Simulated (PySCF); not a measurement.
Input for PySCF: R-M06-2X/def2-TZVPP on CH6OSn (SMILES [CH3][SnH2][OH]), a point of a torsion scan. Elements past Kr take the def2 small-core potentials; no spin–orbit coupling.

```python
from pyscf import gto, dft

mol = gto.M(
    atom='''
    C    -1.42236154    0.33930211    0.06811697
    Sn    0.52888811   -0.54356833   -0.04657707
    O     1.64561681    1.02863535   -0.42280486
    H    -2.08094600   -0.08794898   -0.67979459
    H    -1.31356787    1.40207632   -0.11364468
    H    -1.85507777    0.18496522    1.05026340
    H     1.13866103   -1.24772215    1.36682618
    H     0.80115740   -1.64604335   -1.30171028
    H     2.58499348    0.89353429   -0.51968290
    ''',
    basis='def2-tzvpp',
    ecp={'Sn': 'def2-tzvpp'},
    charge=0, spin=0, verbose=4, max_memory=1800)
mf = dft.RKS(mol, xc='m062x').density_fit(auxbasis='def2-universal-jkfit')
mf.grids.level = 4
mf.conv_tol = 1e-9
mf.max_cycle = 150
mf.kernel()
mf.dip_moment()
```

Question: Predict the final total energy.

Answer: -331.1671 hartree.
